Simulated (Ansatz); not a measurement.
`[OH][Cd][SH]` + H–F → `[F][Cd][SH]` + H₂O  (ligand exchange at a Cd–O bond)

Program: Ansatz. Geometries: PBE0-D4/def2-TZVP. ΔE: electronic, gas phase. CCSD(T)/CBS adds triple-zeta CCSD(T) − MP2 to the extrapolated MP2 energy (def2 sets, frozen cores). This one scheme is used for every species. DFT in def2-TZVPP. def2 core potentials past Kr. For Cd outer-core shells are correlated without core-valence functions, which leaves a few kJ/mol of doubt a bond. One conformer a species, not always the lowest.

`[OH][Cd][SH]`:

Cartesian coordinates in Å:
```
O 0.722 1.786 -0.758
Cd -0.179 0.131 -0.192
S -1.255 -1.854 0.337
H 0.825 2.421 -0.046
H -0.113 -2.484 0.659
```

H–F:

Z-matrix (Å, degrees):
```
F
H 1 0.920
```

`[F][Cd][SH]`:

Cartesian coordinates in Å:
```
F -1.867 -1.876 0.162
Cd -0.458 -0.587 -0.170
S 1.227 0.935 -0.596
H 1.098 1.528 0.604
```

H₂O:

```xyz
3

O    -0.021    0.156   -0.356
H    -0.738    0.030    0.268
H     0.759   -0.186    0.088
```

Is it downhill or uphill in electronic energy at CCSD(T)/CBS, and by how much? (An estimate is asked.)

Computed: Downhill: ΔE = -7.5 kcal/mol.

What do these levels give: LDA (SPW92), PBE-D4, B97M-V, CAM-B3LYP-D4, ωB97X-V, ωB97M-V, PBE-QIDH, PBE, BHLYP, LC-ωPBE, MP2/def2-SVP, CCSD/def2-TZVPP? (Best estimate.)

Computed: LDA (SPW92) -6.2, PBE-D4 -7.8, B97M-V -9.5, CAM-B3LYP-D4 -9.0, ωB97X-V -9.0, ωB97M-V -8.7, PBE-QIDH -7.3, PBE -8.1, BHLYP -9.7, LC-ωPBE -9.5, MP2/def2-SVP -7.4, CCSD/def2-TZVPP -7.2 kcal/mol.

Largest T1 diagnostic among the species: 0.016.

In def2-TZVPP, CCSD(T) changes the Hartree–Fock value by +4.9 kcal/mol (the triples alone add +0.7 kcal/mol) and MP2 by +6.3 kcal/mol. Leaving LDA and LC-ωPBE aside and taking each functional with its dispersion term where it has one, the values spread over 2.2 kcal/mol, from B97M-V to PBE-QIDH. LDA lies +1.9 kcal/mol from PBE without D4. At CCSD(T), def2-SVP lies −0.9 kcal/mol from the extrapolated value and def2-TZVPP +0.9 kcal/mol.
